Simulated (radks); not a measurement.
Xe5+, 49 electrons, occupied as [Kr] 4d10 5s2 5p1 (the NIST ground configuration).

Calculated with a radial shooting solver on a logarithmic mesh with Libxc functionals: Dirac Kohn-Sham, PBEsol, spin-unpolarised, spherical densities, finite nucleus; open shells fill j = l - 1/2 first; Fermi nuclear charge, rms radius 4.7859 fm.

Energy parts (Ry):
| part | energy |
|---|---|
| total | -14882.09374 |
| kinetic | 15809.40671 |
| electron-nucleus | -35972.96353 |
| Hartree | 5645.85295 |
| exchange-correlation | -364.38986 |

Orbitals (lengths in bohr, moments of r in powers of bohr):
| orbital | occ. | eigenvalue (Ry) | <r> | <r^2> | <r^4> |
|---|---|---|---|---|---|
| 1s1/2 | 2 | -2527.630 | 0.02667 | 0.0009644 | 2.438e-06 |
| 2s1/2 | 2 | -397.1063 | 0.1142 | 0.01544 | 0.0004116 |
| 2p1/2 | 2 | -373.4323 | 0.09622 | 0.01140 | 0.0002619 |
| 2p3/2 | 4 | -349.5879 | 0.1020 | 0.01268 | 0.0003166 |
| 3s1/2 | 2 | -84.80620 | 0.3062 | 0.1073 | 0.01752 |
| 3p1/2 | 2 | -74.95862 | 0.2963 | 0.1020 | 0.01661 |
| 3p3/2 | 4 | -70.42925 | 0.3079 | 0.1100 | 0.01921 |
| 3d3/2 | 4 | -53.07865 | 0.2787 | 0.09196 | 0.01543 |
| 3d5/2 | 6 | -52.12085 | 0.2824 | 0.09426 | 0.01615 |
| 4s1/2 | 2 | -18.94363 | 0.7157 | 0.5786 | 0.4907 |
| 4p1/2 | 2 | -15.45131 | 0.7441 | 0.6305 | 0.6003 |
| 4p3/2 | 4 | -14.54070 | 0.7716 | 0.6777 | 0.6935 |
| 4d3/2 | 4 | -8.87470 | 0.8611 | 0.8622 | 1.228 |
| 4d5/2 | 6 | -8.72582 | 0.8712 | 0.8826 | 1.287 |
| 5s1/2 | 2 | -5.41632 | 1.671 | 3.114 | 13.74 |
| 5p1/2 | 1 | -4.44862 | 1.836 | 3.768 | 20.35 |
| 5p3/2 | 0 | -4.29612 | 1.892 | 4.001 | 22.88 |

The highest occupied level is 5p1/2 at -60.527 eV. The electron density at the nucleus is 2.713e+05 e/bohr^3. The density falls to 0.001 e/bohr^3 at r = 3.17 bohr. Summed over all electrons, <r^2> = 25.77 bohr^2, which gives a Langevin (diamagnetic) susceptibility term of -20.4 x 10^-6 cm^3/mol.
